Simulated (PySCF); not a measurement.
Gas-phase equilibrium of 1 mol GeCl4, 1.7 mol O2 at 1000 K and 1.00 bar, among 12 species (ClO, O2, O, GeCl3, Ge2O2, O3, GeCl4, Cl, Cl2, GeO2, GeCl2, GeO). Only gases are allowed; each row takes one source of thermochemistry for all species, and Cantera finds the minimum.

Energies from PySCF (xtb for GFN2), thermal terms from the rigid-rotor harmonic-oscillator model, ideal gas at 1 bar. † marks an energy on the PBE0/def2-TZVP geometry and frequencies; other levels use their own. Open shells (unrestricted) among the columns below: O2 (multiplicity 3); the rest are closed-shell singlets. GFN2 has no spin-polarisation term. B3LYP is the form with VWN-RPA correlation. Ge: all electrons, no relativistic terms. GeO2: computed as isolated molecules; such fragments, hydroxides, amides, oligomers or adducts are transient or little studied in the gas. The harmonic model lacks anharmonicity and excited electronic states, which grow with temperature; levels with a mode under 35 cm⁻¹ are left out. Strong static correlation: O3.

Molecules larger than those listed are left out, and so are free Ge atoms, whose spin-orbit terms are large. Also missing: (GeO)n, which can matter at low temperature or high pressure.

Mole fractions:

```csv
thermochemistry,x O2,x Cl2,x GeCl4,x GeO2,x O3,x GeO
B3LYP/def2-TZVP†,0.63,0.00023,0.37,3.5e-9,<1e-12,1.8e-6
GFN2-xTB,2.8e-5,0.56,0.010,0.28,0.14,0.0020
M06-2X/def2-TZVP†,0.63,5.0e-6,0.37,5.9e-9,<1e-12,1.7e-7
PBE0/def2-TZVP,0.63,2.0e-5,0.37,6.5e-10,<1e-12,1.2e-7
ωB97M-V/def2-TZVP†,0.63,1.9e-5,0.37,2.3e-9,<1e-12,9.4e-7
ωB97X-V/def2-TZVP†,0.63,5.9e-6,0.37,1.2e-9,<1e-12,3.2e-7
```
The most sensitive of these is O3: it spans a factor of 10^11.2 over these rows; at this temperature one factor of ten is RT ln 10 = 19 kJ/mol.
